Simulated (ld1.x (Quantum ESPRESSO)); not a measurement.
**boron (B): excitation energies, all-electron against TM**

```
Element                 : boron
Generator               : ld1.x (Quantum ESPRESSO) 7.5
Type                    : norm-conserving Troullier–Martins (Kleinman–Bylander form)
Functional              : Wu–Cohen
Relativity              : non-relativistic
Frozen core             : [He]
Valence charge          : 3
Reference configuration : 2s1 2p0 (charge +2)
Partial waves           : 2p (bound, empty): rc 1.95 bohr; 3d channel at 0.4 Ry: rc 1.80 bohr; 2s (bound): rc 1.20 bohr
Local potential         : the s channel
Core correction         : a·sin(br)/r model core inside 0.55 bohr
```

Energies are relative to the spin-unpolarised reference configuration 2s1 2p0; without spin polarisation the order of configurations can differ from experiment. The frozen-core shift is the all-electron ΔE with the core orbitals held at their reference shape minus the fully relaxed ΔE.

```tsv
valence configuration	charge	ΔE all-electron (eV)	error AE − PS (meV)	frozen-core shift (meV)
2s2 2p1	0	-33.447	+68	+8.0
2s2 2p0	+1	-25.298	+19	+4.6
2s1 2p2	0	-27.615	+88	+6.1
2s0 2p3	0	-21.770	+112	+5.0
2s2 2p1.3	-0.3	-34.169	+74	+8.2
```

(1) What are ΔE and the potential's error for 2s1 2p1?

(2) What are ΔE and the potential's error for 2s2 2p0.5?

Levels in the configuration 2s2 2p0.5:

```csv
level,all-electron (eV),pseudo (eV)
2s,-14.052,-14.078
2p,-8.020,-8.071
```

Answers

(1) ΔE = -19.159 eV all-electron; the error (AE − PS) is +51 meV.

(2) ΔE = -30.589 eV all-electron; the error (AE − PS) is +49 meV.
